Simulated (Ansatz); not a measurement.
The cluster Al₂P₂⁻ was relaxed with B3LYP-D4 (def2-TZVPD) in Ansatz in these states: charge -1 doublet, charge -1 quartet. The geometries follow in no particular order.

A:

Cartesian coordinates in Å:
```
Al -1.253 -0.014 -1.647
Al 1.253 0.014 1.647
P 0.046 1.146 -0.045
P -0.046 -1.146 0.045
```

B:

```xyz
4

Al    0.565   -1.557   -1.284
Al   -0.234    1.224    1.685
P     0.745    0.730   -0.483
P    -1.077   -0.398    0.083
```

Q: Judge from the bond lengths which geometry belongs to which state (an estimate).

A: A is the charge -1 quartet (P3–P4 2.297 Å, Al1–P4 2.366 Å, Al2–P4 2.366 Å); B is the charge -1 doublet (P3–P4 2.217 Å, Al1–P4 2.430 Å, Al2–P4 2.430 Å).

At B3LYP-D4/def2-TZVPD the highest occupied level of the charge -1 quartet lies above zero (up to 0.81 eV). The electron is either unbound and held by the finite basis, or the level is raised by self-interaction error.
